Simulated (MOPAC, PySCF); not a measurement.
C$_{10}$H$_{9}$BS, SMILES `Bc1c(C=C)ccc2sccc12`, neutral singlet in the gas phase. 

Cartesian coordinates (Å):
```xyz
21

B     -0.2212    -1.9954    -0.4755
C     -0.0675    -0.4956    -0.1532
C     -1.1734     0.3947    -0.0834
C     -2.5532    -0.0995    -0.0218
C     -2.9448    -1.2419     0.5647
C     -0.9707     1.7939    -0.0127
C      0.3017     2.3425     0.0483
C      1.4037     1.4786     0.0436
S      3.0887     1.9387     0.1322
C      3.5728     0.2658     0.0446
C      2.5213    -0.5960    -0.0530
C      1.2415     0.0707    -0.0486
H     -1.1298    -2.3928    -1.1568
H      0.6104    -2.7934    -0.1154
H     -3.3175     0.5533    -0.4606
H     -3.9903    -1.5600     0.5532
H     -2.2415    -1.8801     1.1085
H     -1.8412     2.4537     0.0182
H      0.4392     3.4241     0.1117
H      4.6325     0.0150     0.0747
H      2.6395    -1.6764    -0.1186
```
Charge 0, spin multiplicity 1.

All levels are single points at this geometry (B3LYP-D3(BJ)/def2-SVP); Pople sets use spherical d functions. Orbital energies aren't observables, and empty levels follow the basis.

```
level                            HOMO (eV)  LUMO (eV)  gap (eV)  dipole (D)  vertical IE, Delta-SCF (eV)
-------------------------------  ---------  ---------  --------  ----------  ---------------------------
TPSSh-D3(BJ)/def2-TZVP in PySCF      -5.94      -2.33      3.61        0.92                         7.85
M06-2X/6-31G* in PySCF               -7.27      -0.91      6.35        0.72                            –
PBE/6-31G* in PySCF                  -5.37      -2.50      2.87        1.08                            –
HF/3-21G in PySCF                    -8.27       1.64      9.92        0.76                            –
HF/STO-3G in PySCF                   -6.09       4.96     11.05        0.88                            –
PM3 in MOPAC                         -8.82      -1.01      7.81        0.96                            –
```
